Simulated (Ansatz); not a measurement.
[Cu(H2O)3Br]+ (CuBrO₃H₆⁺), 11 atoms. Hardware: 4 threads of Intel Xeon on a shared host.

The 6-31G sets use Cartesian d functions. Correlated methods freeze 21 core orbitals; core or outer-core shells of Br are correlated, in sets that lack core-valence functions.

Problem. How many basis functions does each of these Ansatz runs have, and roughly what does it cost? PBE-D4/def2-SVP, charge 1 doublet, energy, from earlier orbitals; PBE-D4/def2-TZVP, charge 2 triplet, energy, from earlier orbitals; RPA@PBE/def2-TZVP, charge 1 doublet, energy, from earlier orbitals; CCSD(T)/def2-SVP, charge 2 triplet at the geometry of the charge 1 doublet, energy, from earlier orbitals; PBE0-D4/def2-TZVP, charge 0 singlet at the geometry of the charge 1 doublet, energy; PBE-D4/def2-TZVP, charge 0 triplet at the geometry of the charge 1 doublet, energy, from earlier orbitals; HF/6-31G, charge 1 doublet, energy; def2-SVP, charge 1 doublet, CASSCF(9,5) and NEVPT2 averaged over 5 doublets; PBE0-D4/def2-TZVP, charge 1 doublet, energy, from earlier orbitals; PBE0-D4/def2-TZVP, charge 2 singlet at the geometry of the charge 1 doublet, energy; PBE0-D4/def2-SVP, charge 1 doublet, energy, from earlier orbitals; MP2/def2-TZVP, charge 1 doublet, energy, from earlier orbitals.

Solution. Other jobs shared the machine, so times can vary by a factor of up to 3. A dash marks memory too small to be measured apart from the calling script's.

```csv
run,functions,fitting or Cholesky vectors,wall time,peak host memory (GiB)
"HF/6-31G, charge 1 doublet, energy",97,965,1.4 s,–
"PBE-D4/def2-SVP, charge 1 doublet, energy, from earlier orbitals",135,1506,2.2 s,–
"PBE0-D4/def2-TZVP, charge 0 singlet at the geometry of the charge 1 doublet, energy",222,1672,3.1 s,0.87
"PBE0-D4/def2-SVP, charge 1 doublet, energy, from earlier orbitals",135,1349,3.4 s,–
"PBE-D4/def2-TZVP, charge 0 triplet at the geometry of the charge 1 doublet, energy, from earlier orbitals",222,1546,3.4 s,–
"PBE0-D4/def2-TZVP, charge 2 singlet at the geometry of the charge 1 doublet, energy",222,1672,4.1 s,0.86
"RPA@PBE/def2-TZVP, charge 1 doublet, energy, from earlier orbitals",222,1707,7 s,0.73
"MP2/def2-TZVP, charge 1 doublet, energy, from earlier orbitals",222,1707,7.5 s,0.82
"PBE-D4/def2-TZVP, charge 2 triplet, energy, from earlier orbitals",222,1546,8 s,0.71
"PBE0-D4/def2-TZVP, charge 1 doublet, energy, from earlier orbitals",222,1672,9 s,1.1
"def2-SVP, charge 1 doublet, CASSCF(9,5) and NEVPT2 averaged over 5 doublets",135,2530,11 s,0.89
"CCSD(T)/def2-SVP, charge 2 triplet at the geometry of the charge 1 doublet, energy, from earlier orbitals",135,1347,82 s,2.4
```
